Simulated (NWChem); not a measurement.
System: SiH4S; SMILES [SiH3]S

NWChem input:

```
start job
memory heap 200 mb stack 900 mb global 1100 mb
geometry units angstroms
  Si     0.003674     0.991361    -0.000256
  S      0.077870    -1.144350    -0.001017
  H     -0.679957     1.513732     1.210066
  H      1.421919     1.422657    -0.006134
  H     -0.690252     1.513781    -1.204674
  H     -1.256739    -1.300457     0.001458
end
basis spherical
  * library 6-31g*
end
dft
  xc b3lyp
  iterations 150
end
driver
  maxiter 120
end
task dft optimize
task dft freq
```

The level has its own optimisation; frequencies are unscaled.

Problem. Give the results of this calculation. (B3LYP/6-31G* (spherical d).) Quantities: r S–Si (Å); r H–S (Å); highest harmonic frequency (cm⁻¹); lowest (cm⁻¹); zero-point energy (kcal/mol); dipole (D).

Solution. 
```
Quantity                           Value
---------------------------------  -----
r S–Si (Å)                         2.163
r H–S (Å)                          1.352
highest harmonic frequency (cm⁻¹)   2672
lowest (cm⁻¹)                        201
zero-point energy (kcal/mol)        21.5
dipole (D)                          1.44
```
